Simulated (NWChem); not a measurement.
Species: InCl anion, doublet; SMILES of the neutral closed-shell parent [Cl][In]

Computed with NWChem. Spin-unrestricted. The state is orbitally degenerate and is run as one real component. Sets without diffuse functions describe the anion's extra electron poorly. This spin state was assumed; another may lie lower. No stability test was run on the SCF state. The highest occupied level is positive in some or all of these runs, so the extra electron may be held by the finite basis. def2 effective core potentials on In; no spin-orbit coupling. B3LYP is NWChem's, with the RPA form of VWN correlation. Each level has its own optimisation; frequencies are unscaled.

```csv
level,r Cl–In (Å),highest harmonic frequency (cm⁻¹),zero-point energy (kcal/mol)
CAM-B3LYP/def2-SVP,2.605,229,0.3
BLYP/def2-SVP,2.699,193,0.3
B3LYP/def2-SVPD,…,…,0.2
```

Fill in the missing entries.


- B3LYP/def2-SVPD, r Cl–In (Å): 2.757
- B3LYP/def2-SVPD, highest harmonic frequency (cm⁻¹): 168
